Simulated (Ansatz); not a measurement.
`O[Si](F)([SiH3])S` + `NN` → `NN[SiH3]` + `O[SiH](F)S`  (cleavage of the Si–Si bond)

Computed with Ansatz on PBE0-D4/def2-TZVP structures; ΔE is electronic, products minus reactants. CBS: MP2 limit from def2 TZ/QZ plus the TZ coupled-cluster correction, frozen cores. This one scheme is used for every species. DFT in def2-TZVPP. B3LYP here is the variant with VWN-RPA as its local correlation; programs differ in this. One conformer a species, not always the lowest.

`O[Si](F)([SiH3])S`:

Z-matrix (Å, degrees):
```
Si
F 1 1.601
Si 1 2.332 2 108.9
O 1 1.630 2 111.2 3 -119.1
S 1 2.135 2 106.6 3 123.7
H 3 1.485 1 109.0 2 178.6
H 3 1.486 1 111.1 2 -60.3
H 3 1.487 1 108.4 2 59.9
H 4 0.960 1 118.5 2 -68.9
H 5 1.344 1 93.3 2 -38.5
```

`NN`:

```xyz
6

N     0.511    0.319   -0.432
N    -0.553   -0.493    0.030
H     0.734    1.074    0.208
H     1.331   -0.263   -0.533
H    -0.604   -0.533    1.042
H    -1.419   -0.105   -0.316
```

`NN[SiH3]`:

Z-matrix (Å, degrees):
```
Si
N 1 1.714
H 1 1.494 2 112.3
H 1 1.491 2 110.9 3 -118.9
H 1 1.486 2 107.1 3 120.7
N 2 1.407 1 123.5 3 57.5
H 2 1.005 1 123.5 3 -110.3
H 6 1.013 2 110.1 1 66.7
H 6 1.014 2 110.8 1 -53.4
```

`O[SiH](F)S`:

Cartesian coordinates in Å:
```
O 0.229 -1.153 -1.178
Si 0.274 0.197 -0.277
F 1.492 0.195 0.752
S -1.513 0.322 0.863
H -0.026 -1.977 -0.758
H 0.496 1.315 -1.206
H -0.951 1.101 1.803
```

Is it downhill or uphill in electronic energy at CCSD(T)/CBS, and by how much? (An estimate is asked.)

Computed: Downhill: ΔE = -10.7 kcal/mol.

What do these levels give: PBE-D4, r2SCAN-D4, PBE0-D4, PBE0, B3LYP, HF/def2-TZVPP, CCSD/def2-TZVPP, HF/def2-QZVPP, MP2/def2-QZVPP, SCS-MP2/def2-QZVPP, HF/CBS(def2), CCSD/CBS(def2)? (An estimate is asked.)

The calculation gave: PBE-D4 -6.5, r2SCAN-D4 -9.8, PBE0-D4 -7.8, PBE0 -8.4, B3LYP -11.2, HF/def2-TZVPP -14.6, CCSD/def2-TZVPP -11.4, HF/def2-QZVPP -14.9, MP2/def2-QZVPP -12.9, SCS-MP2/def2-QZVPP -13.3, HF/CBS(def2) -15.0, CCSD/CBS(def2) -11.3 kcal/mol.

Largest T1 diagnostic among the species: 0.013.

In def2-TZVPP, CCSD(T) changes the Hartree–Fock value by +3.7 kcal/mol (the triples alone add +0.6 kcal/mol) and MP2 by +1.8 kcal/mol. The D4 term adds +0.9 kcal/mol with B3LYP and +0.6 kcal/mol with PBE0; it sums over pairs of atoms, weighted by their polarisabilities, and B3LYP, whose exchange is more repulsive, gets the larger term.
